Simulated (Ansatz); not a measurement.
Single points on Tl₂I⁺.

```yaml
crystal:
  periodic: [false, false, false]
  atoms:
    - {symbol: Tl, position_ang: [-0.124954, 0.564526, -2.911515]}
    - {symbol: Tl, position_ang: [0.644642, -0.280312, 2.883952]}
    - {symbol: I, position_ang: [-0.519687, -0.284223, 0.027563]}
basis:
  gaussian: {orbitals: def2-TZVP, initial_orbitals: start.molden}
total_charge: 1
hamiltonian: {xc: {name: wB97M-V}}
scf: {omitted_lower_state_checks: [starts]}
output: {orbitals: {seedname: orbitals}}
```

The file start.molden holds the orbitals of an earlier run on this structure, at another level or in another basis.

```sh
$ ansatz run in.yaml --threads 4 --pin off --events-out ev --progress --plain --max-ram 3916MiB
```

Shortened log:

```
Functional definition: wB97M-V
  name "wB97M-V"
  cite "Mardirossian & Head-Gordon, J. Chem. Phys. 144, 214110 (2016) doi:10.1063/1.4952647"
  cite "Becke, J. Chem. Phys. 107, 8554 (1997) doi:10.1063/1.475007"
  cite "Vydrov & Van Voorhis, J. Chem. Phys. 133, 244103 (2010) doi:10.1063/1.3521275"
  # Of w^i u^j: cxij and so on, Table III.
  parameter omega = 0.3/bohr
  parameter cx = 0.15
  parameter cx01 = 1.007
  parameter cx10 = 0.259
  parameter css00 = 0.443
  parameter css04 = -1.437
  parameter css10 = -4.535
  parameter css20 = -3.390
  parameter css43 = 4.278
  parameter cos00 = 1.000
  parameter cos10 = 1.358
  parameter cos20 = 2.924
  parameter cos21 = -8.812
  parameter cos60 = -1.390
  parameter cos61 = 9.142
  parameter b = 6.0
  parameter c = 0.01
  gx(w, u) = 1 - cx + cx01*u + cx10*w
  gss(w, u) = css00 + css04*u^4 + css10*w + css20*w^2 + css43*w^4*u^3
  gos(w, u) = cos00 + cos10*w + (cos20 + cos21*u)*w^2 + (cos60 + cos61*u)*w^6
  exchange = spin_sum(e_x_unif_sr(omega)*gx(b97_w, b97_u_x)) + cx*exact_x_sr(omega) + exact_x_lr(omega)
  correlation = spin_sum(e_c_pw_mod_same_spin*gss(b97_w, b97_u_same))
      + integral(e_c_pw_mod_opposite_spin*gos(b97_w_opposite, b97_u_opposite)) + vv10(b, c)
these checks for a lower state are left out or cut short: starts
1221 factors; their error is unknown
246 factors; integrals over basis functions are off by at most 7.9e-5 eV
mean field evaluation 1: about -17482.5115 eV, gradient 7.3e0 eV
mean field evaluation 2: about -17482.5696 eV, gradient 1.1e-1 eV
mean field evaluation 4: about -17482.7942 eV, gradient 6.1e-4 eV
mean field evaluation 8: about -17482.7942 eV, gradient 2.2e-5 eV
mean field -17482.79420734 eV, -642.4808368561 hartree, gradient 2.2e-5 eV, S^2 0.000000; 0 other end points of the search recorded, 0 dependent functions left out
reference -17482.79425752 eV, -642.4808387003 hartree; 33, 33 occupied and 117, 117 virtual orbitals, 1221 factors
Total energy: -17482.79425752 eV, -642.4808387003 hartree
Checks for a lower state left out: starts
```

Hardware: 4 threads of Intel Xeon on a shared host. Wall time 9.5 s.

The first input with `gaussian: {orbitals: def2-SVP, initial_orbitals: start.molden}`, `hamiltonian: {xc: pbe0, dispersion: d4}` (abridged; 3.1 s):

```
Functional definition: PBE0
mean field -17487.57508882 eV, -642.6565310102 hartree, gradient 1.4e-5 eV, S^2 0.000000
Total energy: -17487.68703049 eV, -642.6606447905 hartree
Checks for a lower state left out: starts
```

As the first input, with `hamiltonian: {xc: pbe, dispersion: d4}` (abridged; 3 s):

```
Functional definition: PBE
mean field -17489.39526216 eV, -642.7234211465 hartree, gradient 1.7e-5 eV, S^2 0.000000
Total energy: -17489.52234890 eV, -642.7280914979 hartree
Checks for a lower state left out: starts
```

The first input with `correlation: {method: mp2}` and without the key `hamiltonian` (abridged; 6 s):

```
Functional definition: HF
mean field -17405.46315066 eV, -639.6389729399 hartree, gradient 2.8e-6 eV, S^2 0.000000
12 core orbitals not correlated: weight in the atoms' cores, before any rotation towards them, 1.000 or more for the frozen orbitals, at most 0.000 for the correlated occupied ones
second order -32.73666044 eV of doubles, -0.00000000 eV of singles
Total energy: -17438.19981110 eV, -640.8420230215 hartree
Checks for a lower state left out: starts
```

First input, but with `hamiltonian: {xc: {name: BLYP}, dispersion: d4}` (abridged; 3.2 s):

```
Functional definition: BLYP
mean field -17485.51068712 eV, -642.5806656469 hartree, gradient 2.9e-5 eV, S^2 0.000000
Total energy: -17485.75455451 eV, -642.5896276081 hartree
Checks for a lower state left out: starts
```

First input, but with `hamiltonian: {xc: pbe}`, `correlation: {method: rpa}` and without the key `output` (abridged; 7 s):

```
Functional definition: PBE
mean field -17489.39526024 eV, -642.7234210761 hartree, gradient 2.5e-6 eV, S^2 0.000000
12 core orbitals not correlated: weight in the atoms' cores, before any rotation towards them, 1.000 or more for the frozen orbitals, at most 0.000 for the correlated occupied ones
Total energy: -17444.56547222 eV, -641.0759567528 hartree
Checks for a lower state left out: starts
```

The first input with `gaussian: {orbitals: def2-SVP, initial_orbitals: start.molden}`, `hamiltonian: {xc: pbe, dispersion: d4}` (abridged; 1.7 s):

```
Functional definition: PBE
mean field -17488.86185086 eV, -642.7038186430 hartree, gradient 9.1e-6 eV, S^2 0.000000
Total energy: -17488.98894063 eV, -642.7084891057 hartree
Checks for a lower state left out: starts
```

Geometry: PBE0-D4/def2-SVP.

In the def2 sets I, Tl take a core potential; there is no spin–orbit coupling. Correlated methods freeze 12 core orbitals; core or outer-core shells of Tl, I are correlated, in sets that lack core-valence functions. The structure comes from a short search, and lower isomers may exist.
